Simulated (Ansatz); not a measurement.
# Nudged elastic band run: C2H4FIn

Input:

```yaml
crystal:
  periodic: [false, false, false]
  atoms:
    - { symbol: C, position_ang: [-0.910538, 1.078592, -0.027356] }
    - { symbol: C, position_ang: [0.374201, 0.759074, -0.228533] }
    - { symbol: In, position_ang: [0.918995, -1.272328, 0.064257] }
    - { symbol: F, position_ang: [-0.773355, -2.157078, 0.588468] }
    - { symbol: H, position_ang: [-1.646552, 0.324387, 0.274456] }
    - { symbol: H, position_ang: [-1.281777, 2.10414, -0.154953] }
    - { symbol: H, position_ang: [1.08949, 1.53291, -0.529998] }
    - { symbol: H, position_ang: [2.229526, -2.369706, 0.01366] }
basis:
  gaussian: { orbitals: def2-SVP }
hamiltonian:
  xc: pbe0
neb:
  order_check: false
  images: 7
  f_tol: 0.05
  max_iterations: 44
  final_atoms:
    - { symbol: C, position_ang: [-1.06465434, 1.14136574, 0.00949207] }
    - { symbol: C, position_ang: [0.17419026, 0.67179539, -0.18243275] }
    - { symbol: In, position_ang: [0.69186972, -1.37017277, 0.12933114] }
    - { symbol: F, position_ang: [2.59358731, -1.72579519, -0.25821678] }
    - { symbol: H, position_ang: [-1.8956564, 0.50673777, 0.34032344] }
    - { symbol: H, position_ang: [-1.31819789, 2.1967319, -0.15690634] }
    - { symbol: H, position_ang: [0.95718118, 1.36361482, -0.51613454] }
    - { symbol: H, position_ang: [-0.13832985, -2.78428665, 0.63454476] }
  initial_path:
    images:
      - { positions_ang: [[-0.910538, 1.078592, -0.027356], [0.374201, 0.759074, -0.228533], [0.918995, -1.272328, 0.064257], [-0.773355, -2.157078, 0.588468], [-1.646552, 0.324387, 0.274456], [-1.281777, 2.10414, -0.154953], [1.08949, 1.53291, -0.529998], [2.229526, -2.369706, 0.01366]] }
      - { positions_ang: [[-0.87949045, 1.12749966, 0.04336082], [0.31509953, 0.74177789, -0.29087787], [0.88289202, -1.29295139, 0.06986668], [-0.6624589, -2.30014956, 0.24311108], [-1.54236319, 0.43587331, 0.48275227], [-1.2486722, 2.14661707, -0.10310771], [0.9678984, 1.4395008, -0.73064124], [2.16708478, -2.29817678, 0.28553698]] }
      - { positions_ang: [[-0.84844289, 1.17640733, 0.11407764], [0.25599806, 0.72448178, -0.35322275], [0.84678905, -1.31357478, 0.07547635], [-0.5515628, -2.44322113, -0.10224585], [-1.43817438, 0.54735963, 0.69104854], [-1.2155674, 2.18909414, -0.05126242], [0.8463068, 1.34609159, -0.93128449], [2.10464356, -2.22664756, 0.55741396]] }
      - { positions_ang: [[-0.81739534, 1.22531499, 0.18479446], [0.19689659, 0.70718567, -0.41556762], [0.81068607, -1.33419816, 0.08108603], [-0.4406667, -2.58629269, -0.44760277], [-1.33398558, 0.65884594, 0.89934482], [-1.1824626, 2.23157121, 0.00058287], [0.7247152, 1.25268239, -1.13192773], [2.04220234, -2.15511835, 0.82929094]] }
      - { positions_ang: [[-0.78634778, 1.27422266, 0.25551128], [0.13779512, 0.68988957, -0.47791249], [0.7745831, -1.35482155, 0.08669571], [-0.3297706, -2.72936426, -0.79295969], [-1.22979677, 0.77033225, 1.10764109], [-1.1493578, 2.27404828, 0.05242816], [0.6031236, 1.15927318, -1.33257098], [1.97976112, -2.08358913, 1.10116793]] }
      - { positions_ang: [[-0.85592442, 1.24100843, 0.19400647], [0.14689391, 0.68536602, -0.40404256], [0.75390475, -1.35865936, 0.09735457], [0.40106888, -2.47847199, -0.65927397], [-1.39626168, 0.70443363, 0.91581168], [-1.19156782, 2.25471918, 9.454e-05], [0.69163799, 1.21035859, -1.12846187], [1.45023838, -2.25876351, 0.98451214]] }
      - { positions_ang: [[-0.92550106, 1.2077942, 0.13250167], [0.15599269, 0.68084248, -0.33017262], [0.73322641, -1.36249716, 0.10801342], [1.13190836, -2.22757972, -0.52558824], [-1.56272658, 0.63853501, 0.72398227], [-1.23377784, 2.23539009, -0.05223909], [0.78015239, 1.261444, -0.92435276], [0.92071564, -2.43393789, 0.86785635]] }
      - { positions_ang: [[-0.9950777, 1.17457997, 0.07099687], [0.16509147, 0.67631893, -0.25630269], [0.71254807, -1.36633497, 0.11867228], [1.86274784, -1.97668746, -0.39190251], [-1.72919149, 0.57263639, 0.53215285], [-1.27598787, 2.21606099, -0.10457271], [0.86866679, 1.31252941, -0.72024365], [0.39119289, -2.60911227, 0.75120055]] }
      - { positions_ang: [[-1.06465434, 1.14136574, 0.00949207], [0.17419026, 0.67179539, -0.18243275], [0.69186972, -1.37017277, 0.12933114], [2.59358731, -1.72579519, -0.25821678], [-1.8956564, 0.50673777, 0.34032344], [-1.31819789, 2.1967319, -0.15690634], [0.95718118, 1.36361482, -0.51613454], [-0.13832985, -2.78428665, 0.63454476]] }
```

Launched with:

```bash
$ ansatz run input.yaml --threads 1 --pin off --max-ram 2048MiB --backend cpu --events-out ev --progress --plain --runs-dir out
```

Output, in part (warnings, iteration lines, the closing report on the highest movable image, with atoms numbered from 0):

```
NEB end point (image 0): max|allowed force component| = 9.154e-3 eV/Å (the criterion of neb.relax_end_points is 1.000e-2)
NEB end point (image 8): max|allowed force component| = 1.203e-2 eV/Å (the criterion of neb.relax_end_points is 1.000e-2)
NEB iter   1: max|band force component| = 1.587e2 eV/Å  barrier→ = 45.0987 eV  barrier← = 45.0628 eV  Δτ_max = 0.1967 Å  (235 SCF iters)
NEB iter   2: max|band force component| = 5.391e1 eV/Å  barrier→ = 14.6137 eV  barrier← = 14.5778 eV  Δτ_max = 0.1955 Å  (223 SCF iters)
NEB iter   3: max|band force component| = 2.609e1 eV/Å  barrier→ = 7.2123 eV  barrier← = 7.1763 eV  Δτ_max = 0.1983 Å  (215 SCF iters)
NEB iter   4: max|band force component| = 1.222e1 eV/Å  barrier→ = 2.7075 eV  barrier← = 2.6716 eV  Δτ_max = 0.2000 Å  (210 SCF iters)
NEB iter   5: max|band force component| = 5.101e0 eV/Å  barrier→ = 0.9008 eV  barrier← = 0.8649 eV  Δτ_max = 0.2000 Å  (204 SCF iters)
NEB iter   6: max|band force component| = 2.263e0 eV/Å  barrier→ = 0.2667 eV  barrier← = 0.2308 eV  Δτ_max = 0.1924 Å  (205 SCF iters)
NEB iter   7: max|band force component| = 1.496e0 eV/Å  barrier→ = 0.4228 eV  barrier← = 0.3869 eV  Δτ_max = 0.2000 Å  (211 SCF iters)
NEB iter   8: max|band force component| = 2.004e0 eV/Å  barrier→ = 0.3169 eV  barrier← = 0.2809 eV  Δτ_max = 0.0987 Å  (199 SCF iters)
NEB iter   9: max|band force component| = 3.246e-1 eV/Å  barrier→ = 0.1382 eV  barrier← = 0.1023 eV  CI = image 4  Δτ_max = 0.0919 Å  (214 SCF iters)
NEB iter  10: max|band force component| = 1.801e-1 eV/Å  barrier→ = 0.1381 eV  barrier← = 0.1022 eV  CI = image 4  Δτ_max = 0.0570 Å  (179 SCF iters)
NEB iter  11: max|band force component| = 1.406e-1 eV/Å  barrier→ = 0.1381 eV  barrier← = 0.1022 eV  CI = image 4  Δτ_max = 0.0121 Å  (170 SCF iters)
NEB iter  12: max|band force component| = 9.493e-2 eV/Å  barrier→ = 0.1381 eV  barrier← = 0.1022 eV  CI = image 4  Δτ_max = 0.0175 Å  (172 SCF iters)
NEB iter  13: max|band force component| = 9.598e-2 eV/Å  barrier→ = 0.1381 eV  barrier← = 0.1022 eV  CI = image 4  Δτ_max = 0.0088 Å  (153 SCF iters)
NEB iter  14: max|band force component| = 1.730e-2 eV/Å  barrier→ = 0.1381 eV  barrier← = 0.1022 eV  CI = image 4  Δτ_max = 0.0000 Å  (334 SCF iters)
Total energy: -10020.10208781 eV, -368.2319598580 hartree
Atom 0 at    -0.805017     1.283146     0.267956 Å, force    -0.000226     0.001463    -0.000328 eV/Å
Atom 1 at     0.140638     0.622884    -0.407529 Å, force     0.000928    -0.002142    -0.000127 eV/Å
Atom 2 at     0.791966    -1.355069     0.074122 Å, force     0.000214     0.000361     0.000294 eV/Å
Atom 3 at    -0.311664    -2.739202    -0.800769 Å, force    -0.000167    -0.000158    -0.000182 eV/Å
Atom 4 at    -1.329510     0.862507     1.133407 Å, force    -0.000021    -0.000281     0.000350 eV/Å
Atom 5 at    -1.115501     2.295744    -0.019705 Å, force    -0.000445     0.000075     0.000158 eV/Å
Atom 6 at     0.608413     1.123153    -1.265516 Å, force    -0.000073     0.000529    -0.000009 eV/Å
Atom 7 at     2.020665    -2.093172     1.018034 Å, force    -0.000210     0.000152    -0.000156 eV/Å
Dipole moment:     0.285741     0.563975     0.247331 e Å
```

It converged. A vibrational analysis at the climbing image gives one clearly imaginary mode, 78i cm⁻¹: a first-order saddle point.

Final band (atoms are numbered from 1 in the order of the input):

| image | path coordinate (Å) | energy (kcal/mol) | dihedral C1–C2–In3–F4 (°) |
| --- | --- | --- | --- |
| 0 | 0.00 | 0.0 | 0 |
| 1 | 0.63 | 0.7 | 20 |
| 2 | 1.27 | 1.9 | 42 |
| 3 | 1.90 | 2.8 | 65 |
| 4 | 2.54 | 3.2 | 87 |
| 5 | 3.17 | 2.9 | 109 |
| 6 | 3.81 | 2.0 | 132 |
| 7 | 4.44 | 1.2 | 155 |
| 8 | 5.08 | 0.8 | 180 |

Run time: 7.3 min on 1 thread of Arm Neoverse V1, on a shared host, peak memory 0.2 GiB.
